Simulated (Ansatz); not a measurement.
Born–Oppenheimer molecular dynamics of AlH$_{8}$N$_{2}$P (12 atoms, charge 0, multiplicity 1). It starts at the highest image of a converged band. Of that band: The profile has 2 maxima (images 1, 3) with wells between them (image 2): this band takes more than one step, which may be the mechanism or a detour left from its start path. A vibrational analysis at the climbing image gives one clearly imaginary mode, 705i cm⁻¹: a first-order saddle point.

These are results of Ansatz, RKS LDA/def2-SVP, not measurements.

```
ensemble                      : NVE (velocity Verlet)
time step                     : 0.5 fs
steps asked                   : 200
starting velocities drawn for : 100 K
seed                          : 11972
```

Frames 2.5 fs apart, positions in Å, forces in eV/Å.

Velocities at 50 fs (Å/ps):

```
Al -1.51 -10.61 -0.36
H 3.62 -18.53 -6.14
N -0.21 4.00 1.38
H 28.79 29.84 1.93
H -29.71 -12.47 -11.64
N 0.06 2.98 -1.51
H -6.34 1.95 -17.66
H 6.58 31.51 5.87
P 1.28 2.56 1.38
H 4.97 24.55 -10.23
H -17.43 11.25 -24.72
H 12.63 40.18 31.74
```

```xyz
12
Properties=species:S:1:pos:R:3:forces:R:3 time_fs=50 energy_less_start_eV=-0.553 T=528
Al 0.050 0.010 -0.208 -0.40 -0.29 -0.10
H 0.205 -0.869 1.138 0.00 0.20 -0.06
N 1.559 0.213 -1.143 -0.80 0.33 0.34
H 2.304 -0.454 -1.052 0.71 -0.63 0.13
H 1.676 0.749 -1.992 0.06 0.36 -0.47
N -1.651 0.119 -0.782 0.34 0.03 0.15
H -2.419 -0.297 -0.244 0.12 0.04 0.01
H -2.026 0.583 -1.613 0.05 0.05 -0.05
P 0.524 2.626 0.689 -0.28 0.32 -0.07
H -0.262 3.659 1.347 0.11 -0.10 -0.18
H 1.795 3.227 1.002 -0.01 -0.06 -0.08
H 0.512 1.847 1.878 0.11 -0.26 0.38
12
Properties=species:S:1:pos:R:3:forces:R:3 time_fs=52.5 energy_less_start_eV=-0.550 T=525
Al 0.046 -0.017 -0.209 -0.24 -0.27 -0.08
H 0.214 -0.909 1.122 -0.01 0.18 -0.01
N 1.557 0.224 -1.139 0.27 -0.21 -0.13
H 2.388 -0.391 -1.044 -0.49 0.29 0.01
H 1.604 0.727 -2.033 0.06 0.00 0.10
N -1.650 0.127 -0.786 0.38 0.38 -0.37
H -2.434 -0.292 -0.286 -0.07 -0.08 0.16
H -2.007 0.660 -1.596 0.19 -0.20 0.29
P 0.527 2.633 0.692 -1.09 -0.09 0.42
H -0.245 3.715 1.315 0.17 -0.26 -0.29
H 1.759 3.257 0.939 0.72 0.26 0.02
H 0.547 1.942 1.965 0.11 -0.02 -0.11
12
Properties=species:S:1:pos:R:3:forces:R:3 time_fs=55 energy_less_start_eV=-0.520 T=503
Al 0.041 -0.044 -0.210 -0.03 -0.17 -0.13
H 0.223 -0.939 1.105 -0.03 0.11 0.09
N 1.556 0.233 -1.136 0.50 -0.11 -0.69
H 2.447 -0.314 -1.035 -0.98 0.51 -0.06
H 1.535 0.706 -2.068 0.17 -0.32 0.72
N -1.647 0.136 -0.792 0.30 0.22 -0.13
H -2.450 -0.291 -0.319 0.10 0.00 0.05
H -1.977 0.728 -1.565 0.07 -0.12 0.11
P 0.528 2.639 0.697 -0.81 -0.27 0.93
H -0.220 3.757 1.266 0.04 -0.17 -0.22
H 1.762 3.300 0.876 0.58 0.15 -0.06
H 0.588 2.035 2.045 0.08 0.17 -0.62
12
Properties=species:S:1:pos:R:3:forces:R:3 time_fs=57.5 energy_less_start_eV=-0.527 T=508
Al 0.036 -0.072 -0.212 0.26 -0.03 -0.21
H 0.229 -0.962 1.093 -0.05 0.03 0.19
N 1.557 0.243 -1.135 -1.01 0.23 -0.20
H 2.457 -0.212 -1.029 0.26 -0.24 0.11
H 1.477 0.669 -2.067 0.22 0.03 0.08
N -1.644 0.146 -0.797 0.30 -0.10 0.24
H -2.461 -0.290 -0.350 0.24 0.09 -0.05
H -1.943 0.789 -1.528 -0.11 0.11 -0.20
P 0.527 2.645 0.703 0.20 -0.04 0.93
H -0.191 3.790 1.204 -0.16 0.08 -0.06
H 1.796 3.351 0.810 -0.20 -0.29 -0.16
H 0.634 2.137 2.090 0.04 0.14 -0.68
12
Properties=species:S:1:pos:R:3:forces:R:3 time_fs=60 energy_less_start_eV=-0.491 T=480
Al 0.032 -0.100 -0.214 0.49 0.08 -0.21
H 0.232 -0.984 1.093 -0.06 0.00 0.19
N 1.554 0.253 -1.135 -1.50 -0.04 0.50
H 2.479 -0.122 -1.016 0.64 -0.38 0.17
H 1.431 0.634 -2.062 0.19 0.36 -0.68
N -1.638 0.156 -0.802 0.46 0.19 -0.09
H -2.460 -0.284 -0.383 -0.01 -0.02 0.04
H -1.915 0.855 -1.500 -0.06 -0.10 0.02
P 0.526 2.651 0.711 0.74 0.30 0.40
H -0.172 3.827 1.139 -0.25 0.20 0.03
H 1.820 3.385 0.735 -0.66 -0.56 -0.15
H 0.682 2.247 2.098 0.04 -0.03 -0.22
12
Properties=species:S:1:pos:R:3:forces:R:3 time_fs=62.5 energy_less_start_eV=-0.489 T=479
Al 0.029 -0.128 -0.216 0.60 0.16 -0.09
H 0.232 -1.004 1.103 -0.08 0.03 0.10
N 1.544 0.263 -1.133 -0.20 -0.31 -0.06
H 2.528 -0.051 -0.996 -0.84 0.15 -0.07
H 1.397 0.617 -2.089 0.34 0.03 0.10
N -1.631 0.167 -0.808 0.47 0.41 -0.30
H -2.458 -0.280 -0.413 -0.14 -0.06 0.06
H -1.890 0.914 -1.471 -0.01 -0.33 0.20
P 0.527 2.658 0.719 0.40 0.56 -0.21
H -0.168 3.874 1.075 -0.13 -0.01 0.01
H 1.807 3.388 0.651 -0.50 -0.47 -0.12
H 0.733 2.355 2.093 0.08 -0.16 0.40
12
Properties=species:S:1:pos:R:3:forces:R:3 time_fs=65 energy_less_start_eV=-0.489 T=479
Al 0.027 -0.155 -0.219 0.63 0.24 0.05
H 0.227 -1.024 1.119 -0.09 0.07 -0.04
N 1.534 0.271 -1.131 -0.18 -0.14 -0.63
H 2.535 0.026 -0.978 -0.87 0.09 -0.07
H 1.383 0.603 -2.111 0.38 -0.15 0.67
N -1.622 0.179 -0.814 0.25 -0.08 0.07
H -2.463 -0.277 -0.441 0.13 0.08 -0.07
H -1.866 0.956 -1.432 -0.10 -0.05 -0.06
P 0.529 2.665 0.727 -0.45 0.41 -0.16
H -0.170 3.921 1.012 0.06 -0.31 -0.01
H 1.768 3.364 0.560 0.18 -0.07 -0.16
H 0.788 2.455 2.109 0.07 -0.10 0.42
12
Properties=species:S:1:pos:R:3:forces:R:3 time_fs=67.5 energy_less_start_eV=-0.487 T=477
Al 0.027 -0.182 -0.221 0.59 0.38 0.12
H 0.217 -1.039 1.132 -0.08 0.07 -0.14
N 1.522 0.279 -1.132 -1.40 -0.15 -0.15
H 2.498 0.106 -0.962 0.65 -0.27 0.27
H 1.390 0.583 -2.100 0.12 0.14 -0.14
N -1.612 0.191 -0.820 0.20 -0.34 0.22
H -2.461 -0.271 -0.472 0.15 0.08 -0.07
H -1.848 0.996 -1.396 -0.11 0.15 -0.20
P 0.530 2.674 0.735 -0.91 0.07 0.48
H -0.169 3.950 0.947 0.15 -0.39 0.02
H 1.737 3.335 0.458 0.67 0.22 -0.23
H 0.847 2.549 2.147 -0.03 0.04 -0.18
12
Properties=species:S:1:pos:R:3:forces:R:3 time_fs=70 energy_less_start_eV=-0.487 T=477
Al 0.028 -0.207 -0.223 0.44 0.53 0.11
H 0.202 -1.051 1.138 -0.05 0.02 -0.15
N 1.505 0.286 -1.134 -0.81 -0.41 0.39
H 2.491 0.173 -0.931 0.37 -0.20 0.29
H 1.405 0.570 -2.097 -0.05 0.30 -0.71
N -1.601 0.202 -0.825 0.29 0.10 -0.11
H -2.452 -0.261 -0.507 -0.13 -0.09 0.05
H -1.835 1.040 -1.371 0.05 -0.20 0.03
P 0.529 2.682 0.744 -0.29 -0.01 0.73
H -0.161 3.957 0.885 0.06 -0.16 0.08
H 1.742 3.317 0.344 0.23 0.02 -0.06
H 0.904 2.645 2.175 -0.12 0.10 -0.65
12
Properties=species:S:1:pos:R:3:forces:R:3 time_fs=72.5 energy_less_start_eV=-0.466 T=461
Al 0.030 -0.232 -0.225 0.19 0.69 0.04
H 0.184 -1.061 1.134 0.00 -0.07 -0.07
N 1.485 0.292 -1.134 0.72 -0.21 -0.35
H 2.500 0.227 -0.886 -0.98 -0.08 -0.07
H 1.417 0.573 -2.127 0.00 -0.04 0.35
N -1.589 0.212 -0.831 0.11 0.09 -0.11
H -2.449 -0.255 -0.540 -0.07 -0.06 0.03
H -1.820 1.075 -1.344 0.12 -0.28 0.06
P 0.527 2.691 0.754 0.59 -0.03 0.31
H -0.148 3.955 0.827 -0.09 0.19 0.11
H 1.760 3.299 0.226 -0.49 -0.30 0.29
H 0.955 2.747 2.167 -0.09 0.10 -0.60
12
Properties=species:S:1:pos:R:3:forces:R:3 time_fs=75 energy_less_start_eV=-0.450 T=448
Al 0.032 -0.256 -0.227 -0.06 0.84 -0.08
H 0.166 -1.076 1.127 0.05 -0.16 0.02
N 1.467 0.297 -1.135 0.48 -0.07 -0.75
H 2.460 0.276 -0.842 -0.50 -0.11 -0.04
H 1.429 0.574 -2.140 -0.04 -0.16 0.72
N -1.576 0.224 -0.837 -0.13 -0.51 0.22
H -2.449 -0.251 -0.571 0.20 0.09 -0.05
H -1.798 1.096 -1.315 0.05 0.12 -0.17
P 0.527 2.699 0.765 0.73 -0.06 -0.33
H -0.141 3.963 0.776 -0.14 0.29 0.08
H 1.750 3.264 0.126 -0.74 -0.37 0.50
H 1.001 2.854 2.124 0.08 0.12 -0.12
12
Properties=species:S:1:pos:R:3:forces:R:3 time_fs=77.5 energy_less_start_eV=-0.452 T=450
Al 0.034 -0.277 -0.229 -0.27 0.92 -0.13
H 0.151 -1.100 1.121 0.08 -0.20 0.04
N 1.451 0.301 -1.140 -0.64 -0.38 0.02
H 2.395 0.319 -0.799 0.87 -0.09 0.33
H 1.438 0.568 -2.119 -0.09 0.14 -0.40
N -1.564 0.233 -0.843 -0.03 -0.51 0.19
H -2.440 -0.244 -0.604 0.05 0.03 0.00
H -1.773 1.121 -1.296 0.06 0.11 -0.17
P 0.528 2.708 0.775 0.09 -0.02 -0.55
H -0.141 3.987 0.730 -0.02 0.01 0.04
H 1.700 3.209 0.053 -0.37 -0.17 0.34
H 1.052 2.969 2.074 0.26 0.16 0.30
```

Of the whole run (100 fs, mean temperature of the second half 442 K): The conserved energy stayed within 0.076 meV per atom of its start (net change 0.011 meV per atom), so the integration is sound. The kinetic energy rose, since the run started high on the potential surface and went downhill. It ends in pieces (AlH5N2 + H3P), so much of that is their flight and rotation, not heat. A run of 0.1 ps of so small a system gives no equilibrium averages. The orbitals stay closed-shell, which can raise the energy where a bond breaks towards radicals; this wasn't checked here.

Run time: 3.4 min on 2 threads of Arm Neoverse V2, on a shared host, peak memory 0.13 GiB.
